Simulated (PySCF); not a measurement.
# H₃NbO: breathing scan

Computed with PBE0/[Nb def2-TZVP with ECP28, O def2-TZVP, H def2-TZVP], scalar-relativistic core potentials, density fitting, no spin–orbit coupling, PySCF.

Rigid scan from the singlet minimum (Nb–H 1.771 Å (×3), Nb–O 1.669 Å; H–Nb–H 115.4° (×3), H–Nb–O 102.6° (×3)). Coordinate: all bonds to the central atom scaled together. Energies in kJ/mol from the minimum.

```csv
scale of all bonds to the centre,E (kJ/mol),dipole size (D)
0.88,277.0,1.44
0.92,111.5,1.83
0.96,25.2,2.18
1.00,0.0,2.48
1.04,20.8,2.74
1.08,75.8,2.98
1.14,202.0,3.30
1.22,416.5,3.66
1.35,798.4,4.13
```

At long bonds a restricted determinant can lie too high, and another spin state can fall below this curve.

Other isomers or separated fragments may lie lower.
